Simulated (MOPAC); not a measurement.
Input file for MOPAC: PM6 on C3H6O (SMILES C=COC), a point of a torsion scan.

```
PM6 1SCF PRECISE CHARGE=0 THREADS=1
C3H6O

C      1.73611312 1     0.13173105 1     0.04071499 1
C      0.63115163 1    -0.58849775 1     0.01838176 1
O     -0.57484575 1    -0.10009112 1    -0.42556370 1
C     -0.88984182 1    -0.49353285 1    -1.74214566 1
H      1.73733607 1     1.15883536 1    -0.28133989 1
H      2.65510447 1    -0.26790014 1     0.42860275 1
H      0.61513409 1    -1.63459960 1     0.32079736 1
H     -1.87485904 1    -0.08424356 1    -1.95817505 1
H     -0.91971771 1    -1.58635978 1    -1.83583858 1
H     -0.16130683 1    -0.09732745 1    -2.45830772 1
```

The log:

```
*******************************************************************************
 **                                                                           **
 **                              MOPAC v23.2.5                                **
 **                                                                           **
 *******************************************************************************
 ** MOPAC's Digital Object Identifier: https://doi.org/10.5281/zenodo.6511958 **
 **                                                                           **
 ** Please cite the open-source release paper for use of this MOPAC version:  **
 ** J. E. Moussa and J. J. P. Stewart (2026)                                  **
 ** MOPAC: An open-source semiempirical molecular orbital program             **
 ** J. Open Source Softw., 11(119), 8025, https://doi.org/10.21105/joss.08025 **
 *******************************************************************************

                              PM6 CALCULATION RESULTS

 *******************************************************************************
 *  PM6        - The PM6 Hamiltonian to be used
 *
 *
 *
 *                 CHARGE ON SYSTEM = 0
 *
 *
 *
 *  PRECISE    - TIGHTER CRITERIA TO BE USED
 *  1SCF       - DO 1 SCF AND THEN STOP
 *  THREADS=1  - MULTI-THREADING NOT USED
 *  T=         - A TIME OF 172800.0 SECONDS REQUESTED
 *  DUMP=N     - RESTART FILE WRITTEN EVERY 7200.0 SECONDS REQUESTED
 *******************************************************************************
PM6 1SCF PRECISE CHARGE=0 THREADS=1
 C3H6O

   ATOM   CHEMICAL          X               Y               Z
  NUMBER   SYMBOL      (ANGSTROMS)     (ANGSTROMS)     (ANGSTROMS)

     1       C          1.73611312  *   0.13173105  *   0.04071499  *
     2       C          0.63115163  *  -0.58849775  *   0.01838176  *
     3       O         -0.57484575  *  -0.10009112  *  -0.42556370  *
     4       C         -0.88984182  *  -0.49353285  *  -1.74214566  *
     5       H          1.73733607  *   1.15883536  *  -0.28133989  *
     6       H          2.65510447  *  -0.26790014  *   0.42860275  *
     7       H          0.61513409  *  -1.63459960  *   0.32079736  *
     8       H         -1.87485904  *  -0.08424356  *  -1.95817505  *
     9       H         -0.91971771  *  -1.58635978  *  -1.83583858  *
    10       H         -0.16130683  *  -0.09732745  *  -2.45830772  *



          CARTESIAN COORDINATES

    NO.       ATOM           X           Y           Z

     1         C          1.7361      0.1317      0.0407
     2         C          0.6312     -0.5885      0.0184
     3         O         -0.5748     -0.1001     -0.4256
     4         C         -0.8898     -0.4935     -1.7421
     5         H          1.7373      1.1588     -0.2813
     6         H          2.6551     -0.2679      0.4286
     7         H          0.6151     -1.6346      0.3208
     8         H         -1.8749     -0.0842     -1.9582
     9         H         -0.9197     -1.5864     -1.8358
    10         H         -0.1613     -0.0973     -2.4583

 General Reference for PM6:
 "Optimization of Parameters for Semiempirical Methods V: Modification of NDDO Approximations
 and Application to 70 Elements", J. J. P. Stewart, J. Mol. Mod., 13, 1173-1213 (2007)
 URL: https://link.springer.com/article/10.1007/s00894-007-0233-4

           Empirical Formula: C3 H6 O  =    10 atoms



      MOLECULAR POINT GROUP   :   C1


      RHF CALCULATION, NO. OF DOUBLY OCCUPIED LEVELS = 12


 -------------------------------------------------------------------------------
 PM6 1SCF PRECISE CHARGE=0 THREADS=1
 C3H6O



     1SCF WAS SPECIFIED, SO BFGS WAS NOT USED
     SCF FIELD WAS ACHIEVED


                              PM6 CALCULATION
                                                       MOPAC v23.2.5 Linux




          FINAL HEAT OF FORMATION =        -20.51413 KCAL/MOL =     -85.83111 KJ/MOL


          COSMO AREA              =        103.39 SQUARE ANGSTROMS
          COSMO VOLUME            =         86.37 CUBIC ANGSTROMS

          IONIZATION POTENTIAL    =         10.083692 EV
          HOMO LUMO ENERGIES (EV) =        -10.084  0.783
          NO. OF FILLED LEVELS    =         12
          MOLECULAR WEIGHT        =         58.0798         POINT GROUP:  C1

          MOLECULAR DIMENSIONS (Angstroms)

            Atom       Atom       Distance
            H     8    H     6     5.12357
            H     5    H     7     3.00852
            O     3    H    10     1.87086


          SCF CALCULATIONS        =          1





   ATOM   CHEMICAL          X               Y               Z
  NUMBER   SYMBOL      (ANGSTROMS)     (ANGSTROMS)     (ANGSTROMS)

     1       C          1.73611312  *   0.13173105  *   0.04071499  *
     2       C          0.63115163  *  -0.58849775  *   0.01838176  *
     3       O         -0.57484575  *  -0.10009112  *  -0.42556370  *
     4       C         -0.88984182  *  -0.49353285  *  -1.74214566  *
     5       H          1.73733607  *   1.15883536  *  -0.28133989  *
     6       H          2.65510447  *  -0.26790014  *   0.42860275  *
     7       H          0.61513409  *  -1.63459960  *   0.32079736  *
     8       H         -1.87485904  *  -0.08424356  *  -1.95817505  *
     9       H         -0.91971771  *  -1.58635978  *  -1.83583858  *
    10       H         -0.16130683  *  -0.09732745  *  -2.45830772  *

                             CARTESIAN COORDINATES

   1    C        1.736113120     0.131731050     0.040714990
   2    C        0.631151630    -0.588497750     0.018381760
   3    O       -0.574845750    -0.100091120    -0.425563700
   4    C       -0.889841820    -0.493532850    -1.742145660
   5    H        1.737336070     1.158835360    -0.281339890
   6    H        2.655104470    -0.267900140     0.428602750
   7    H        0.615134090    -1.634599600     0.320797360
   8    H       -1.874859040    -0.084243560    -1.958175050
   9    H       -0.919717710    -1.586359780    -1.835838580
  10    H       -0.161306830    -0.097327450    -2.458307720


           Empirical Formula: C3 H6 O  =    10 atoms



      MOLECULAR POINT GROUP   :   C1


                  EIGENVALUES
 -30.63584 -27.21177 -24.90652 -20.75130 -17.77945 -16.23568 -15.80621 -14.56709
 -13.58268 -12.35785 -10.55215 -10.08369   0.78314   2.32468   4.30829   5.18464
   5.30226   5.35193   5.47397   5.82450   6.19074   6.50720


              NET ATOMIC CHARGES AND DIPOLE CONTRIBUTIONS

  ATOM NO.   TYPE          CHARGE      No. of ELECS.   s-Pop       p-Pop
    1          C          -0.431939        4.4319     1.12416     3.30778
    2          C           0.145317        3.8547     1.09936     2.75532
    3          O          -0.412026        6.4120     1.82350     4.58853
    4          C          -0.176443        4.1764     1.08816     3.08829
    5          H           0.176734        0.8233     0.82327
    6          H           0.169304        0.8307     0.83070
    7          H           0.121661        0.8783     0.87834
    8          H           0.155120        0.8449     0.84488
    9          H           0.123580        0.8764     0.87642
   10          H           0.128693        0.8713     0.87131
 DIPOLE           X         Y         Z       TOTAL
 POINT-CHG.     0.681    -1.322    -1.524     2.129
 HYBRID        -0.111     0.156     0.108     0.220
 SUM            0.570    -1.166    -1.416     1.921


          ATOMIC ORBITAL ELECTRON POPULATIONS

     Atom    s        px        py        pz
    1  C   1.12416   1.06416   1.13990   1.10373
    2  C   1.09936   0.82532   0.99902   0.93099
    3  O   1.82350   1.43915   1.78905   1.36033
    4  C   1.08816   1.12768   1.11833   0.84228
    5  H   0.82327
    6  H   0.83070
    7  H   0.87834
    8  H   0.84488
    9  H   0.87642
   10  H   0.87131

 **********************
 *                    *
 * JOB ENDED NORMALLY *
 *                    *
 **********************




 == MOPAC DONE ==
```

The run finished.

Cost: very roughly 0.020 core-seconds.
